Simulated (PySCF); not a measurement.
Job for PySCF: D3(BJ) and D4 dispersion corrections on C2H5Br (a complex).

```python
from pyscf import gto
from pyscf.dispersion import dftd3, dftd4

mol = gto.M(
    atom='''
    C    -0.14505955   -0.59116914    0.32365369
    C     0.13863937    0.68865879    0.11543025
    H     0.63022878   -1.34672923    0.36179590
    H    -1.16365290   -0.93312190    0.46149653
    H    -0.63671769    1.44398702    0.07450053
    H     1.15687198    1.03045478   -0.02518372
    Br    0.32594001    0.59148946    3.95813832
    H     0.20104868    0.38467527    2.54206106
    ''',
    basis='def2-svp',
    charge=0, spin=0, verbose=0, max_memory=1800)
d3, d4 = {}, {}
for xc in ['hf', 'pbe', 'blyp', 'revpbe', 'tpss', 'r2scan', 'b3lyp', 'pbe0', 'bhlyp', 'camb3lyp', 'b2plyp']:
    d3[xc] = float(dftd3.DFTD3Dispersion(mol, xc=xc, version='d3bj', atm=False).get_dispersion()['energy'])
    print(f'D3(BJ) {xc:10s} {d3[xc]:14.8f} Eh')
for xc in ['hf', 'pbe', 'blyp', 'revpbe', 'tpss', 'r2scan', 'b3lyp', 'pbe0', 'bhlyp', 'camb3lyp', 'b2plyp']:
    d4[xc] = float(dftd4.DFTD4Dispersion(mol, xc={'camb3lyp': 'cam-b3lyp'}.get(xc, xc), atm=True).get_dispersion()['energy'])
    print(f'D4     {xc:10s} {d4[xc]:14.8f} Eh')
```

Output:

```
D3(BJ) hf            -0.03351851 Eh
D3(BJ) pbe           -0.00446906 Eh
D3(BJ) blyp          -0.00920847 Eh
D3(BJ) revpbe        -0.01125432 Eh
D3(BJ) tpss          -0.00564507 Eh
D3(BJ) r2scan        -0.00134537 Eh
D3(BJ) b3lyp         -0.00749234 Eh
D3(BJ) pbe0          -0.00389994 Eh
D3(BJ) bhlyp         -0.00566314 Eh
D3(BJ) camb3lyp      -0.00356126 Eh
D3(BJ) b2plyp        -0.00343159 Eh
D4     hf            -0.01283982 Eh
D4     pbe           -0.00370150 Eh
D4     blyp          -0.00801544 Eh
D4     revpbe        -0.01184675 Eh
D4     tpss          -0.00500982 Eh
D4     r2scan        -0.00101591 Eh
D4     b3lyp         -0.00585317 Eh
D4     pbe0          -0.00319176 Eh
D4     bhlyp         -0.00422123 Eh
D4     camb3lyp      -0.00324903 Eh
D4     b2plyp        -0.00264800 Eh
```

The run finished.

Cost: around 0.010 core-seconds (rough).
